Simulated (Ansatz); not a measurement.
`C[B]([GaH2])BF` + H₂Se → `FB[SeH]` + `C[BH][GaH2]` at 400 K and 1 bar (cleavage of the B–B bond).

Computed with Ansatz on PBE0-D4/def2-TZVP structures; ΔE is electronic, products minus reactants. CCSD(T)/CBS is the MP2 limit (def2-TZVPP, def2-QZVPP) plus CCSD(T) − MP2 in def2-TZVPP, frozen cores. For Ga, Se outer-core shells are correlated without core-valence functions, which leaves a few kJ/mol of doubt a bond. Scalar relativity is left out up to krypton. Each species was taken in one conformer, which may not be the lowest.

```csv
species,CCSD(T)/CBS energy (Eh),H − E (kJ/mol),S (J/(mol·K))
`C[B]([GaH2])BF`,-2114.98543,217.2,418.9
H₂Se,-2401.89790,49.4,229.5
`FB[SeH]`,-2526.56401,81.4,299.9
`C[BH][GaH2]`,-1990.35208,188.3,348.0
```

H − E and S are ideal-gas, rigid-rotor, harmonic terms from PBE0-D4/def2-TZVP, for one conformer and one mirror image of each species. 1 Eh = 2625.50 kJ/mol, R = 8.31446 J/(mol·K).

Q: By hand: ΔE, ΔH, ΔS and ΔG.

A: ΔE = (-2526.56401) + (-1990.35208) − (-2114.98543) − (-2401.89790) = -0.03276 Eh = -86.0 kJ/mol. Δ(H − E) = 81.4 + 188.3 − 217.2 − 49.4 = 3.1, so ΔH = -82.9 kJ/mol. ΔS = 299.9 + 348.0 − 418.9 − 229.5 = -0.5 J/(mol·K). ΔG = -82.9 − 400 × (-0.5)/1000 = -82.7 kJ/mol.

Q: By hand: the equilibrium constant, and the temperature at which ΔG would vanish if ΔH and ΔS stayed fixed.

A: log₁₀ K = −ΔG/(RT ln 10) = 10.8. ΔG = 0 at ΔH/ΔS = 165800 K, far beyond where these terms or the molecules hold.

The number of gas molecules stays the same, so ΔS is small and ΔH decides. A doubt of 5 kJ/mol in ΔE shifts log₁₀ K by 0.7 here. Other conformers and mirror images would add mixing entropy, several J/(mol·K) or more a flexible species. These are equilibria of isolated gas molecules and say nothing of rates. Largest T1 diagnostic: 0.014 (customary marks: 0.02 for closed shells, 0.045 for open ones).
